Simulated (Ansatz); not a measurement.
Z-matrix (Å, degrees):
```
C
C 1 1.528
C 1 1.530 2 116.4
H 1 1.095 2 109.2 3 -122.8
H 1 1.095 2 107.9 3 123.0
C 2 1.525 1 115.9 3 39.5
H 2 1.094 1 108.0 3 163.1
H 2 1.096 1 109.5 3 -82.7
C 3 1.530 1 116.5 2 34.1
H 3 1.096 1 109.8 2 -87.8
H 3 1.095 1 108.4 2 157.6
C 6 1.530 2 113.3 1 -83.1
H 6 1.096 2 108.9 1 157.5
H 6 1.097 2 110.8 1 41.2
N 9 1.450 3 115.9 1 -83.1
H 9 1.095 3 108.6 1 156.3
H 9 1.096 3 110.6 1 40.4
H 12 1.095 6 109.3 2 -168.5
H 12 1.098 6 107.8 2 -53.6
H 15 1.013 9 109.4 3 -55.4
```

Total charge 0; spin multiplicity 1.

Task: List the PBE/def2-TZVPP orbital energies in eV (the Gaussian-basis code of Ansatz). (Estimate.)

Result: The calculation gave: Occupied: -379.89, -269.26, -269.24, -268.66, -268.65, -268.62, -268.60, -22.46, -19.62, -18.89, -16.42, -16.17, -14.35, -13.36, -12.09, -11.24, -11.08, -10.91, -9.81, -9.73, -9.05, -9.00, -8.37, -8.05, -7.68, -7.34, -7.27, -4.72. Lowest empty: 0.30, 0.72, 1.05, 1.32, 1.72, 1.82, 2.22, 2.39.
